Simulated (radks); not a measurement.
Results of a calculation; reference values are marked as such.
Spherical jellium clusters: N electrons in a uniform positive sphere of charge N and radius rs N^(1/3), rs = 4.75 bohr. Level of theory: non-relativistic Kohn-Sham, LDA (Slater exchange, Perdew-Wang correlation), spin-polarised, spherical densities (a radial shooting solver with Libxc functionals). Levels are named by radial order and angular momentum (1s, 1p, 1d, 2s, ...), and open shells are averaged over m.

N = 15, configuration 1s2 1p6 1d(up 5, down 2). This is the lowest configuration that the search found. Occupied and some empty levels:

| level | occupation | eigenvalue (eV) | <r> (bohr) |
|---|---|---|---|
| 1s up | 1 | -4.1485 | 7.349 |
| 1s down | 1 | -3.9790 | 7.122 |
| 1p up | 3 | -3.4969 | 8.693 |
| 1p down | 3 | -3.2857 | 8.660 |
| 1d up | 5 | -2.6729 | 9.666 |
| 1d down | 2 | -2.4555 | 9.730 |
| 2s up | 0 | -2.2658 | 8.043 |
| 2s down | 0 | -2.1675 | 8.195 |
| 1f up | 0 | -1.7163 | 10.57 |
| 1f down | 0 | -1.5119 | 10.71 |
| 2p up | 0 | -1.2272 | 10.21 |
| 2p down | 0 | -1.1221 | 10.36 |

Energy (eV): total -27.0915, kinetic 19.592, external -621.03, Hartree 308.12, exchange-correlation -47.360, background 313.59.

Electron density:

| r (bohr) | n(r) (e/bohr^3) |
|---|---|
| 0.373 | 0.001101 |
| 1.78 | 0.001254 |
| 3.18 | 0.001602 |
| 4.59 | 0.002093 |
| 5.99 | 0.002574 |
| 7.40 | 0.002779 |
| 8.80 | 0.002449 |
| 10.2 | 0.001629 |
| 11.6 | 0.0007842 |
| 13.0 | 0.0002844 |
| 14.4 | 0.00008796 |
| 15.8 | 0.00002447 |
| 17.2 | 6.481e-06 |
| 18.6 | 1.646e-06 |
